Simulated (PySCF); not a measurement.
PySCF input (M06-2X/def2-TZVPD):

```python
from pyscf import gto, scf, dft

mol = gto.M(
    atom='''
    Ga   -0.00000000   -0.00000000    0.00000000
    F    -1.47532135   -0.91056668    0.00813003
    F     0.01674986    1.61779287   -0.62308629
    F     1.45857148   -0.70722619    0.61495626
    ''',
    basis='def2-tzvpd',
    charge=0,
    spin=0,
    verbose=4,
)

mf = dft.RKS(mol, xc='m062x').density_fit(auxbasis='def2-universal-jkfit')
mf.grids.level = 4
mf.conv_tol = 1e-9
mf.max_cycle = 100
mf.max_memory = 1500
mf.kernel()
if not mf.converged:
    mf = mf.newton()
    mf.kernel(mf.make_rdm1())
mf.analyze()
```

End of the output:

```
Extra cycle  E= -2224.54629494421  delta_E= 4.55e-13  |g|= 1.42e-05  |ddm|= 1.05e-05
converged SCF energy = -2224.54629494421
**** SCF Summaries ****
Total Energy =                       -2224.546294944206693
Nuclear Repulsion Energy =             298.297333388018160
One-electron Energy =                -3697.239388537137984
Two-electron Energy =                 1174.395760204913131
Two-electron Coulomb Energy =         1280.956852923758333
DFT Exchange-Correlation Energy =     -106.561092718845316
HOMO-LUMO gap [eV] =                    12.122754637416431
**** MO energy ****
MO #1   energy= -374.831213769171  occ= 2
MO #2   energy= -46.7022499684912  occ= 2
MO #3   energy= -41.4605308992914  occ= 2
MO #4   energy= -41.4548425819506  occ= 2
MO #5   energy= -41.4548425623047  occ= 2
MO #6   energy= -25.2453357271346  occ= 2
MO #7   energy= -25.245311639301   occ= 2
MO #8   energy= -25.2453042894962  occ= 2
MO #9   energy= -5.83814160566549  occ= 2
MO #10  energy= -4.11991658665804  occ= 2
MO #11  energy= -4.10783741924567  occ= 2
MO #12  energy= -4.10783730961484  occ= 2
MO #13  energy= -1.3273956383597   occ= 2
MO #14  energy= -1.31982982667265  occ= 2
MO #15  energy= -1.31981926643466  occ= 2
MO #16  energy= -1.08271430204142  occ= 2
MO #17  energy= -1.0827139761268   occ= 2
MO #18  energy= -1.07917322134887  occ= 2
MO #19  energy= -1.06724627030079  occ= 2
MO #20  energy= -1.06724606547214  occ= 2
MO #21  energy= -0.619267211442555 occ= 2
MO #22  energy= -0.56115319505514  occ= 2
MO #23  energy= -0.561150934535374 occ= 2
MO #24  energy= -0.543078588697295 occ= 2
MO #25  energy= -0.520169042248986 occ= 2
MO #26  energy= -0.520159055342292 occ= 2
MO #27  energy= -0.516381407292812 occ= 2
MO #28  energy= -0.516374287670249 occ= 2
MO #29  energy= -0.515567079565039 occ= 2
MO #30  energy= -0.0700640600383462 occ= 0
MO #31  energy= -0.0241541437038251 occ= 0
MO #32  energy= 0.0443022452683779 occ= 0
MO #33  energy= 0.0443027587406582 occ= 0
MO #34  energy= 0.0448988994710949 occ= 0
MO #35  energy= 0.0747517210260502 occ= 0
MO #36  energy= 0.0776408143763901 occ= 0
MO #37  energy= 0.0776411855845156 occ= 0
MO #38  energy= 0.0851379126703104 occ= 0
MO #39  energy= 0.0851381833259788 occ= 0
MO #40  energy= 0.106643403898487  occ= 0
MO #41  energy= 0.141845057070537  occ= 0
MO #42  energy= 0.158796197337458  occ= 0
MO #43  energy= 0.158796712606312  occ= 0
MO #44  energy= 0.175423300215557  occ= 0
MO #45  energy= 0.179556826739813  occ= 0
MO #46  energy= 0.179557429487724  occ= 0
MO #47  energy= 0.235266628284559  occ= 0
MO #48  energy= 0.235266694396187  occ= 0
MO #49  energy= 0.286193862054871  occ= 0
MO #50  energy= 0.288544615863072  occ= 0
MO #51  energy= 0.288545127652156  occ= 0
MO #52  energy= 0.300260628189054  occ= 0
MO #53  energy= 0.306515610414169  occ= 0
MO #54  energy= 0.306515973614203  occ= 0
MO #55  energy= 0.32761890440411   occ= 0
MO #56  energy= 0.366456910176886  occ= 0
MO #57  energy= 0.366458030747332  occ= 0
MO #58  energy= 0.426771911634169  occ= 0
MO #59  energy= 0.489075085523511  occ= 0
MO #60  energy= 0.489075716986185  occ= 0
MO #61  energy= 0.578060762630854  occ= 0
MO #62  energy= 0.578061698357921  occ= 0
MO #63  energy= 0.579460624580836  occ= 0
MO #64  energy= 0.594232666626154  occ= 0
MO #65  energy= 0.594234543538262  occ= 0
MO #66  energy= 0.608898114146359  occ= 0
MO #67  energy= 0.669364325221669  occ= 0
MO #68  energy= 0.669364528234801  occ= 0
MO #69  energy= 0.677640882836194  occ= 0
MO #70  energy= 0.694318366379212  occ= 0
MO #71  energy= 0.694319252780563  occ= 0
MO #72  energy= 0.719601419792317  occ= 0
MO #73  energy= 0.75112317228646   occ= 0
MO #74  energy= 0.751129322260687  occ= 0
MO #75  energy= 0.815886125684374  occ= 0
MO #76  energy= 0.84613299826683   occ= 0
MO #77  energy= 0.85689210551514   occ= 0
MO #78  energy= 0.886315516136843  occ= 0
MO #79  energy= 0.88631810239955   occ= 0
MO #80  energy= 0.946318344946253  occ= 0
MO #81  energy= 0.96812276364269   occ= 0
MO #82  energy= 0.968123750915132  occ= 0
MO #83  energy= 0.986926622197868  occ= 0
MO #84  energy= 0.986934525093167  occ= 0
MO #85  energy= 1.09562882063123   occ= 0
MO #86  energy= 1.10869200753245   occ= 0
MO #87  energy= 1.10869271633138   occ= 0
MO #88  energy= 1.13621705646187   occ= 0
MO #89  energy= 1.16621841542947   occ= 0
MO #90  energy= 1.2322707965956    occ= 0
MO #91  energy= 1.23227748159038   occ= 0
MO #92  energy= 1.25516004424827   occ= 0
MO #93  energy= 1.25516438197729   occ= 0
MO #94  energy= 1.26512172540012   occ= 0
MO #95  energy= 1.26512545472453   occ= 0
MO #96  energy= 1.31116883906589   occ= 0
MO #97  energy= 1.31117385906352   occ= 0
MO #98  energy= 1.36862711033653   occ= 0
MO #99  energy= 1.61793543480174   occ= 0
MO #100 energy= 2.19774363622938   occ= 0
MO #101 energy= 2.30210905716421   occ= 0
MO #102 energy= 2.30211479846782   occ= 0
MO #103 energy= 2.3096194368625    occ= 0
MO #104 energy= 2.33096251245036   occ= 0
MO #105 energy= 2.33099405324304   occ= 0
MO #106 energy= 2.35507746862789   occ= 0
MO #107 energy= 2.36233136116705   occ= 0
[...]
```
